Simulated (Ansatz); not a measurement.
Job for Ansatz (a first-principles code): R-B3LYP-D3(BJ)/def2-SVP on C4H12Sn (SMILES [CH3][Sn]([CH3])([CH3])[CH3]). Elements past Kr take the def2 small-core potentials; no spin–orbit coupling.

Ansatz 0.2 input:
```yaml
crystal:
  periodic: [false, false, false]
  atoms:
    - {symbol: Sn, position_ang: [0.00000000, 0.00150000, -0.00060000]}
    - {symbol: C, position_ang: [1.27860000, 1.27330000, 1.24880000]}
    - {symbol: H, position_ang: [1.84730000, 1.96080000, 0.63320000]}
    - {symbol: H, position_ang: [0.67760000, 1.85020000, 1.94180000]}
    - {symbol: H, position_ang: [1.97380000, 0.66810000, 1.81900000]}
    - {symbol: C, position_ang: [1.25300000, -1.26530000, -1.28190000]}
    - {symbol: H, position_ang: [1.91360000, -1.87820000, -0.67960000]}
    - {symbol: H, position_ang: [0.63720000, -1.91920000, -1.88930000]}
    - {symbol: H, position_ang: [1.85820000, -0.65400000, -1.94150000]}
    - {symbol: C, position_ang: [-1.28810000, 1.26410000, -1.24980000]}
    - {symbol: H, position_ang: [-0.68780000, 1.89400000, -1.89620000]}
    - {symbol: H, position_ang: [-1.93340000, 0.65260000, -1.86970000]}
    - {symbol: H, position_ang: [-1.90950000, 1.90090000, -0.63110000]}
    - {symbol: C, position_ang: [-1.24370000, -1.27240000, 1.28280000]}
    - {symbol: H, position_ang: [-1.87070000, -0.66440000, 1.92440000]}
    - {symbol: H, position_ang: [-1.88320000, -1.90850000, 0.68170000]}
    - {symbol: H, position_ang: [-0.62300000, -1.90340000, 1.90810000]}
basis:
  gaussian:
    orbitals: def2-SVP
hamiltonian:
  xc: b3lyp
  dispersion: d3bj
relax: {f_tol: 0.004, max_steps: 120}
scf: {lower_state_search: off}
```

Output:

```
WARN ansatz: RAYON_NUM_THREADS=8 ignored (pool sized by the plan → 8); use --threads N
Functional definition: B3LYP
these checks for a lower state are left out or cut short: stability, starts, cluster_reference, orbital_swaps, neighbouring_geometries, increment
integrals: 0.14 GiB planned
1681 factors; integrals over basis functions are off by at most 2.0e-4 eV
mean field: 0.90 GiB planned
mean field evaluation 1: about -10155.2563 eV, gradient 8.7e1 eV
mean field evaluation 2: about -10145.7604 eV, gradient 1.0e2 eV
mean field evaluation 4: about -10174.1715 eV, gradient 1.7e0 eV
mean field evaluation 8: about -10174.1950 eV, gradient 4.1e-2 eV
mean field evaluation 16: about -10174.1950 eV, gradient 8.5e-7 eV
mean field -10174.19499623 eV, -373.8947697943 hartree, gradient 8.7e-7 eV, S^2 0.000000; 0 other end points of the search recorded, 0 dependent functions left out
the calculation of the forces begins
reference -10174.19528998 eV, -373.8947805893 hartree; 29, 29 occupied and 113, 113 virtual orbitals, 1681 factors
relax step   1: F+E_penalty+E_count = -10174.81195247 eV  Δ(F+E_penalty+E_count) = +0.000e0 eV  max|allowed force component| = 4.054e-1 eV/Å  Δτ_max = 0.0000 Å  (15 SCF iters, accepted)
these checks for a lower state are left out or cut short: stability, starts, cluster_reference, orbital_swaps, neighbouring_geometries, increment
integrals: 0.14 GiB planned
1681 factors; integrals over basis functions are off by at most 2.2e-4 eV
mean field: 0.90 GiB planned
mean field -10174.24759852 eV, -373.8967028930 hartree, gradient 8.5e-7 eV, S^2 0.000000; 0 other end points of the search recorded, 0 dependent functions left out
the calculation of the forces begins
reference -10174.24788929 eV, -373.8967135784 hartree; 29, 29 occupied and 113, 113 virtual orbitals, 1681 factors
relax step   2: F+E_penalty+E_count = -10174.87313721 eV  Δ(F+E_penalty+E_count) = -6.118e-2 eV  max|allowed force component| = 9.650e-2 eV/Å  Δτ_max = 0.0404 Å  (18 SCF iters, accepted)
these checks for a lower state are left out or cut short: stability, starts, cluster_reference, orbital_swaps, neighbouring_geometries, increment
integrals: 0.14 GiB planned
1681 factors; integrals over basis functions are off by at most 2.2e-4 eV
mean field: 0.90 GiB planned
mean field -10174.25674179 eV, -373.8970389017 hartree, gradient 8.2e-7 eV, S^2 0.000000; 0 other end points of the search recorded, 0 dependent functions left out
the calculation of the forces begins
reference -10174.25703302 eV, -373.8970496045 hartree; 29, 29 occupied and 113, 113 virtual orbitals, 1681 factors
relax step   3: F+E_penalty+E_count = -10174.87915281 eV  Δ(F+E_penalty+E_count) = -6.016e-3 eV  max|allowed force component| = 3.984e-2 eV/Å  Δτ_max = 0.0208 Å  (19 SCF iters, accepted)
these checks for a lower state are left out or cut short: stability, starts, cluster_reference, orbital_swaps, neighbouring_geometries, increment
integrals: 0.14 GiB planned
1681 factors; integrals over basis functions are off by at most 2.2e-4 eV
mean field: 0.90 GiB planned
mean field evaluation 32: about -10174.2394 eV, gradient 5.0e-1 eV
mean field -10174.25765247 eV, -373.8970723688 hartree, gradient 1.3e-6 eV, S^2 0.000000; 0 other end points of the search recorded, 0 dependent functions left out
the calculation of the forces begins
reference -10174.25794393 eV, -373.8970830798 hartree; 29, 29 occupied and 113, 113 virtual orbitals, 1681 factors
relax step   4: F+E_penalty+E_count = -10174.87966993 eV  Δ(F+E_penalty+E_count) = -5.171e-4 eV  max|allowed force component| = 8.783e-4 eV/Å  Δτ_max = 0.0100 Å  (12 SCF iters, accepted)
these checks for a lower state are left out or cut short: stability, starts, cluster_reference, orbital_swaps, neighbouring_geometries, increment
integrals: 0.14 GiB planned
1681 factors; integrals over basis functions are off by at most 2.2e-4 eV
mean field: 0.90 GiB planned
mean field -10174.25768083 eV, -373.8970734109 hartree, gradient 1.1e-6 eV, S^2 0.000000; 0 other end points of the search recorded, 0 dependent functions left out
the calculation of the forces begins
reference -10174.25797230 eV, -373.8970841221 hartree; 29, 29 occupied and 113, 113 virtual orbitals, 1681 factors
relax step   5: F+E_penalty+E_count = -10174.87969468 eV  Δ(F+E_penalty+E_count) = -2.475e-5 eV  max|allowed force component| = 1.886e-3 eV/Å  Δτ_max = 0.0086 Å  (11 SCF iters, accepted)
these checks for a lower state are left out or cut short: stability, starts, cluster_reference, orbital_swaps, neighbouring_geometries, increment
integrals: 0.14 GiB planned
1681 factors; integrals over basis functions are off by at most 2.2e-4 eV
mean field: 0.90 GiB planned
mean field -10174.25768306 eV, -373.8970734931 hartree, gradient 8.4e-7 eV, S^2 0.000000; 0 other end points of the search recorded, 0 dependent functions left out
the calculation of the forces begins
reference -10174.25797454 eV, -373.8970842044 hartree; 29, 29 occupied and 113, 113 virtual orbitals, 1681 factors
relax step   6: F+E_penalty+E_count = -10174.87971343 eV  Δ(F+E_penalty+E_count) = -1.876e-5 eV  max|allowed force component| = 1.107e-2 eV/Å  Δτ_max = 0.0289 Å  (18 SCF iters, accepted)
these checks for a lower state are left out or cut short: stability, starts, cluster_reference, orbital_swaps, neighbouring_geometries, increment
integrals: 0.14 GiB planned
1681 factors; integrals over basis functions are off by at most 2.2e-4 eV
mean field: 0.90 GiB planned
mean field -10174.25770906 eV, -373.8970744484 hartree, gradient 1.9e-6 eV, S^2 0.000000; 0 other end points of the search recorded, 0 dependent functions left out
the calculation of the forces begins
reference -10174.25800053 eV, -373.8970851598 hartree; 29, 29 occupied and 113, 113 virtual orbitals, 1681 factors
relax step   7: F+E_penalty+E_count = -10174.87971348 eV  Δ(F+E_penalty+E_count) = -5.066e-8 eV  max|allowed force component| = 9.451e-3 eV/Å  Δτ_max = 0.0032 Å  (11 SCF iters, accepted)
these checks for a lower state are left out or cut short: stability, starts, cluster_reference, orbital_swaps, neighbouring_geometries, increment
integrals: 0.14 GiB planned
1681 factors; integrals over basis functions are off by at most 2.2e-4 eV
mean field: 0.90 GiB planned
mean field -10174.25770896 eV, -373.8970744447 hartree, gradient 9.4e-7 eV, S^2 0.000000; 0 other end points of the search recorded, 0 dependent functions left out
the calculation of the forces begins
reference -10174.25800043 eV, -373.8970851562 hartree; 29, 29 occupied and 113, 113 virtual orbitals, 1681 factors
relax step   8: F+E_penalty+E_count = -10174.87973059 eV  Δ(F+E_penalty+E_count) = -1.710e-5 eV  max|allowed force component| = 2.496e-4 eV/Å  Δτ_max = 0.0013 Å  (12 SCF iters, accepted)
Total energy: -10174.88002206 eV, -373.9199440293 hartree
Atom 0 at    -0.000013     0.000022    -0.000091 Å, force    -0.000047     0.000008    -0.000149 eV/Å
Atom 1 at     1.268780     1.261841     1.236470 Å, force     0.000082     0.000250     0.000138 eV/Å
Atom 2 at     1.897682     1.906033     0.603856 Å, force    -0.000142    -0.000040    -0.000009 eV/Å
Atom 3 at     0.652607     1.900331     1.887133 Å, force     0.000041    -0.000078    -0.000040 eV/Å
Atom 4 at     1.922552     0.641801     1.868016 Å, force    -0.000109     0.000167    -0.000155 eV/Å
Atom 5 at     1.242815    -1.247522    -1.276859 Å, force    -0.000093    -0.000090     0.000090 eV/Å
Atom 6 at     1.897406    -1.885839    -0.664682 Å, force     0.000011    -0.000062    -0.000067 eV/Å
Atom 7 at     0.613456    -1.891663    -1.909063 Å, force    -0.000034    -0.000092     0.000031 eV/Å
Atom 8 at     1.870500    -0.620251    -1.927435 Å, force    -0.000086     0.000007     0.000096 eV/Å
Atom 9 at    -1.283234     1.249213    -1.234604 Å, force     0.000074     0.000056     0.000128 eV/Å
Atom 10 at    -0.674516     1.894603    -1.885468 Å, force     0.000064     0.000038    -0.000005 eV/Å
Atom 11 at    -1.931113     0.622761    -1.865886 Å, force     0.000086     0.000048     0.000041 eV/Å
Atom 12 at    -1.918212     1.886300    -0.600869 Å, force     0.000031     0.000064    -0.000020 eV/Å
Atom 13 at    -1.228396    -1.263491     1.274949 Å, force     0.000137    -0.000119    -0.000018 eV/Å
Atom 14 at    -1.862568    -0.644360     1.927028 Å, force     0.000030    -0.000048    -0.000047 eV/Å
Atom 15 at    -1.876265    -1.907887     0.661998 Å, force    -0.000016    -0.000039    -0.000053 eV/Å
Atom 16 at    -0.591582    -1.901794     1.905608 Å, force    -0.000030    -0.000071     0.000038 eV/Å
Dipole moment:     0.000002    -0.000003    -0.000029 e Å
Checks for a lower state left out: stability, starts, cluster_reference, orbital_swaps, neighbouring_geometries, increment
```

Self-consistency was reached.

Cost: around 70 core-seconds (rough).
